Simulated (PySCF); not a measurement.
Species: C7H15B.
InChI=1S/C7H15B/c1-2-6-8-7-4-3-5-7/h7-8H,2-6H2,1H3

Torsions of this conformer, `[CH3:1][CH2:2][CH2:3][BH:4][CH:5]1[CH2:6][CH2:7][CH2:8]1`: C1–C2–C3–B4 -69°, C2–C3–B4–C5 160°, C3–B4–C5–C6 131°.

The closed-shell ground state was solved at several levels (PySCF, density fitting, gas phase, non-relativistic). The structure is a single PBE0-D3(BJ)/def2-SVP conformer in the gas phase; no vibrational or solvent corrections.

```csv
level,basis functions,HOMO (eV),LUMO (eV),gap (eV),dipole (D)
wB97X-D/pcSseg-1,211,-9.71,1.22,10.93,0.44
PBE0/pcSseg-1,211,-7.83,-0.67,7.16,0.47
```

Question: Estimate the row for wB97X-D/def2-SVPD, a basis of 280 functions; the other rows only guide the guess.

Answer: HOMO -9.69 eV, LUMO 1.21 eV, gap 10.90 eV, dipole 0.48 D.

Question: Over all these levels, which gives the widest orbital gap and which the narrowest?

Answer: wB97X-D/pcSseg-1 (range-separated hybrid) has the widest, 10.93 eV, and PBE0/pcSseg-1 (global hybrid, 25 % exact exchange) the narrowest, 7.16 eV. The two share the basis. From the narrowest to the widest the HOMO moves by -1.88 eV and the LUMO by +1.89 eV.

Question: How far do the dipole and the HOMO energy spread over the levels?

Answer: The dipole runs from 0.44 to 0.48 D (mean 0.46 D) and the HOMO from -9.71 to -7.83 eV.
